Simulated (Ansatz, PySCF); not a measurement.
Species: TlCl, charge 0, multiplicity 1. SMILES: [Cl][Tl]
Geometry: optimised at B3LYP-D3(BJ)/def2-TZVP (Ansatz, a quantum-chemistry and plane-wave program).

Quantity: vertical ionisation energy (to the doublet state of charge +1; each state is the SCF solution reached for its spin), in eV. Cores are frozen in the correlated levels unless marked. UHF or UKS for open shells. No spin-orbit coupling. Frozen are the shells of the preceding noble gas and the d and f shells that filled before the atom's block. Past Kr the def2 sets carry scalar-relativistic core potentials. CBS(X,Y): correlation extrapolated as X^-3; Hartree-Fock from the larger set.

| level | program | vertical ionisation energy (eV) | minus last row |
|---|---|---|---|
| SVWN5/def2-TZVPD | Ansatz | 10.06 | 0.37 |
| PBE/def2-TZVPD | Ansatz | 9.74 | 0.05 |
| r2SCAN/def2-TZVPD | Ansatz | 9.78 | 0.09 |
| B3LYP/def2-TZVPD | Ansatz | 9.80 | 0.11 |
| PBE0/def2-TZVPD | Ansatz | 9.73 | 0.04 |
| BHLYP/def2-TZVPD | Ansatz | 9.63 | -0.06 |
| CAM-B3LYP/def2-TZVPD | Ansatz | 9.82 | 0.13 |
| wB97M-V/def2-TZVPD | Ansatz | 9.77 | 0.08 |
| wB97X-V/def2-TZVPD | Ansatz | 9.76 | 0.07 |
| CCSD/def2-SVPD | Ansatz | 9.47 | -0.22 |
| CCSD/def2-TZVPPD | Ansatz | 9.48 | -0.21 |
| CCSD/def2-QZVPPD | Ansatz | 9.56 | -0.13 |
| CCSD/CBS(def2-TZVPPD,def2-QZVPPD) | Ansatz | 9.62 | -0.07 |
| CCSD(T)/def2-SVPD | Ansatz | 9.51 | -0.18 |
| CCSD(T)/def2-TZVPPD | Ansatz | 9.54 | -0.15 |
| CCSD(T)/def2-QZVPPD | Ansatz | 9.62 | -0.07 |
| CCSD(T)/CBS(def2-TZVPPD,def2-QZVPPD) | Ansatz | 9.69 | 0.00 |

For comparison, minus the highest occupied orbital energy (PySCF): 6.92 eV at TPSSh/def2-TZVPD, 6.71 eV at SVWN5/def2-TZVPD, 6.50 eV at TPSS/def2-TZVPD.
